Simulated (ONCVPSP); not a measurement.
Se (Z = 34), ONCV: configuration errors across variants

```json
{"Element": "selenium", "Generator": "ONCVPSP 4.0.1", "Type": "optimised norm-conserving Vanderbilt (ONCV)", "Functional": "PBE", "Relativity": "scalar-relativistic", "Frozen core": "[Ar] 3d10", "Valence charge": "6", "Reference configuration": "4s2 4p4", "Partial waves": "4s: rc 1.20 bohr, ncon 3, nbas 7, qcut 6.3 1/bohr, 3 projectors, debl 2.5 Ha; 4p: rc 2.05 bohr, ncon 5, nbas 10, qcut 3.8 1/bohr, 2 projectors, debl 2.5 Ha", "Local potential": "polynomial inside 0.75 bohr (lpopt 4, dvloc0 0 Ha)", "Core correction": "Teter function, fcfact 1.75, rcfact 1.75"}
```

All-electron excitation energies from the reference (eV): (1) 4s2 4p3 10.845; (2) 4s2 4p2 31.194; (3) 4s2 4p1 62.062; (4) 4s2 4p3.5 4.310.

A true bound ghost makes a file unfit for plane-wave use even where its test errors are small: the radial tests pick states by their node count and pass the ghost by.

Errors AE − PS in meV (a dash: test not solved or not reliable):

| change | (1) | (2) | (3) | (4) | bound ghosts | GHOST(+) flags above zero |
| --- | --- | --- | --- | --- | --- | --- |
| base | -16 | -98 | -321 | -3.3 | s | s, p |
| p: qcut 2.5 | -16 | -98 | -318 | -3.3 | s | s, p |
| p: qcut 3.7 | -16 | -99 | -321 | -3.3 | s | s, p |
| p: qcut 4.4 | -16 | -96 | -313 | -3.3 | s | s, p |
| p: qcut 5 | -15 | -93 | -302 | -3.2 | s | s, p |
| p: qcut 5.6 | -15 | -92 | -297 | -3.2 | s | s, p |

(1) Give the same row for: p: qcut 3.2.

Answers

(1) -16, -99, -324, -3.4; bound ghosts: s; GHOST(+) flags above zero: s, p.
